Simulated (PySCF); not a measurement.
CH₃BrSe. Atoms are numbered in the order given.

```xyz
6

Se     0.4992    -0.9275     0.0000
Br    -0.1231     1.3496     0.0000
C     -1.3028    -1.6907     0.0000
H     -1.1565    -2.7822     0.0000
H     -1.8451    -1.3880    -0.9046
H     -1.8451    -1.3880     0.9046
```
Charge 0, spin multiplicity 1.

Geometry optimised at B3LYP-D3(BJ)/def2-SVP.

Calculation: PySCF with ωB97X/def2-TZVPD.

Gas-phase values at a fixed geometry.

```
Property                                                                                                        Value
---------------------------------------------------------------------------------------------  ----------------------
total energy                                                                                      -5015.69629 hartree
point group                                                                                                        Cs
highest occupied level                                                                                       -8.88 eV
lowest empty level                                                                                           -0.39 eV
orbital gap                                                                                                   8.49 eV
dipole moment                                                                                               0.463 e·Å
quadrupole, principal values (traceless, Buckingham form, about the centre of nuclear charge)  -4.69, -0.76, 5.46 D·Å
mean static polarisability                                                                       66.0 bohr³ (9.78 Å³)
polarisability, principal values                                                               51.8, 61.6, 84.5 bohr³
```
